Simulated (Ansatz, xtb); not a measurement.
C4H2F2N2: 4 structures ranked

4 gas-phase structures of C4H2F2N2, from a drawn sample of its isomers (lower ones may exist). Each was relaxed with GFN2-xTB:

A. `Fc1cc(F)ncn1`, a singlet
B. `Fc1cncnc1F`, a singlet
C. `Fc1cnc(F)nc1`, a singlet
D. `Fc1ccnc(F)n1`, a singlet

Estimate their order in r2SCAN-D4/def2-SVP//GFN2-xTB energy at these geometries, lowest first.

Calculated order at r2SCAN-D4/def2-SVP//GFN2-xTB: D (0.000), A (0.092), C (0.471), B (0.635) eV.

Energies above the lowest of each column, in eV; the last columns are at r2SCAN-D4/def2-SVP geometries:

```json
{"structure": "D", "GFN2-xTB": "0.000", "HF/STO-3G": "0.000", "r2SCAN-D4/def2-SVP//GFN2-xTB": "0.000", "r2SCAN-D4/def2-SVP": "0.000", "CCSD(T)/def2-SVP + ΔMP2/def2-TZVPP": "0.000"}
{"structure": "A", "GFN2-xTB": "0.060", "HF/STO-3G": "0.066", "r2SCAN-D4/def2-SVP//GFN2-xTB": "0.092", "r2SCAN-D4/def2-SVP": "0.089", "CCSD(T)/def2-SVP + ΔMP2/def2-TZVPP": "0.056"}
{"structure": "C", "GFN2-xTB": "0.202", "HF/STO-3G": "0.273", "r2SCAN-D4/def2-SVP//GFN2-xTB": "0.471", "r2SCAN-D4/def2-SVP": "0.467", "CCSD(T)/def2-SVP + ΔMP2/def2-TZVPP": "0.421"}
{"structure": "B", "GFN2-xTB": "0.401", "HF/STO-3G": "0.398", "r2SCAN-D4/def2-SVP//GFN2-xTB": "0.635", "r2SCAN-D4/def2-SVP": "0.620", "CCSD(T)/def2-SVP + ΔMP2/def2-TZVPP": "0.544"}
```

Every level run on D puts it lowest or level with the lowest. ΔMP2 is the change of the MP2 energy from the smaller to the larger basis.

Over these structures GFN2-xTB departs from r2SCAN-D4/def2-SVP//GFN2-xTB by 0.118 eV on average once a common shift is removed. A GFN2-xTB relaxation took about 0.23 s and the r2SCAN-D4/def2-SVP//GFN2-xTB energy about 5.4 s on a shared host (Ansatz 0.2.0, xtb 6.7.1).
